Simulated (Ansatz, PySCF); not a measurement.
The PySCF input:
```python
from pyscf import gto, scf, dft

mol = gto.M(
    atom='''
B    -0.773072    0.038104   -0.006109
N     0.602765   -0.029710    0.004763
H    -1.389463   -0.957864   -0.026227
H    -1.288779    1.089872    0.005064
H     1.203192    0.777969    0.021946
H     1.121057   -0.892529   -0.003580
''',
    basis='6-311g**',
    charge=0,
    spin=0,
    verbose=4,
)

mf = dft.RKS(mol)
mf.xc = 'pbe'
mf.grids.atom_grid = (99, 590)
mf.grids.prune = None
mf.kernel()
```

Task: Convert this to an input for Ansatz (an electronic-structure program).

Result: One answer among several that fit: 
Ansatz 0.2 input:
```yaml
crystal:
  periodic: [false, false, false]
  atoms:
    - {symbol: B, position_ang: [-0.77307193, 0.03810398, -0.00610888]}
    - {symbol: N, position_ang: [0.60276472, -0.02970970, 0.00476310]}
    - {symbol: H, position_ang: [-1.38946287, -0.95786383, -0.02622734]}
    - {symbol: H, position_ang: [-1.28877919, 1.08987185, 0.00506365]}
    - {symbol: H, position_ang: [1.20319210, 0.77796860, 0.02194645]}
    - {symbol: H, position_ang: [1.12105659, -0.89252861, -0.00358004]}
basis:
  gaussian:
    orbitals: 6-311G__.json
hamiltonian:
  xc: pbe
accuracy: high
```
The basis file holds 6-311G** in the JSON format of the Basis Set Exchange.

Both were run: PySCF gave -81.938909 Eh and Ansatz -81.938909 Eh, 0.000 mEh apart.
